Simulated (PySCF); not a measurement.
C2H7FSi2, SMILES F[SiH2]/C=C\[SiH3]. Heavy atoms are numbered as in [F:1][SiH2:2]/[CH:3]=[CH:4]\[SiH3:5]. Hydrogens are named by the atom that carries them.

Coordinates come from a B3LYP-D3(BJ)/def2-SVP optimisation. The structure was generated by enumeration; whether it is a known compound was not checked. Other conformers were not sampled.

Computed with HF/pcSseg-1 in PySCF.

GIAO shieldings, no solvent; atoms alike by connectivity are averaged. δ = σ(ref) − σ: ¹⁹F against CFCl3 (σ = 238.5 ppm); ²⁹Si against TMS (σ = 393.8 ppm); ¹³C against TMS (σ = 192.6 ppm); ¹H against TMS (σ = 31.99 ppm), references at their B3LYP-D3(BJ)/def2-TZVP geometries, non-relativistic.

| nucleus | atoms | count | δ (ppm) |
|---|---|---|---|
| ¹⁹F | F1 | 1 | -178.4 |
| ²⁹Si | Si2 (SiH2) | 1 | -13.8 |
| ²⁹Si | Si5 (SiH3) | 1 | -67.9 |
| ¹³C | C4 (CH) | 1 | 161.3 |
| ¹³C | C3 (CH) | 1 | 153.8 |
| ¹H | H on C4 | 1 | 7.51 |
| ¹H | H on C3 | 1 | 6.84 |
| ¹H | H on Si2 | 2 | 5.07 |
| ¹H | H on Si5 | 3 | 4.27 |
